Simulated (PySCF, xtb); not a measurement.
C4H10O2, SMILES COCC(C)O. The values are those of a single conformer.

Harmonic wavenumbers (cm⁻¹) from GFN2-xTB in xtb at its own minimum, in rising order: 82, 99, 172, 182, 229, 321, 378, 407, 470, 501, 887, 936, 958, 1000, 1068, 1114, 1119, 1138, 1154, 1184, 1220, 1242, 1299, 1335, 1363, 1399, 1408, 1468, 1472, 1479, 1491, 1492, 2838, 2862, 2887, 2898, 2922, 3030, 3046, 3049, 3061, 3528.

### Question
What does PBE-D3(BJ)/def2-SVP run with PySCF give at its own minimum? (Estimate from the structure and the level; the computed values follow.)

### Answer
90, 131, 179, 223, 239, 338, 379, 476, 491, 523, 850, 907, 916, 983, 1062, 1107, 1133, 1145, 1167, 1185, 1215, 1246, 1305, 1330, 1353, 1393, 1403, 1409, 1418, 1422, 1427, 1450, 2868, 2881, 2898, 2933, 2955, 2977, 3063, 3070, 3080, 3635. Paired by order, the mean absolute difference is 25 cm⁻¹ and the zero-point energies are 86.0 and 86.1 kcal/mol.
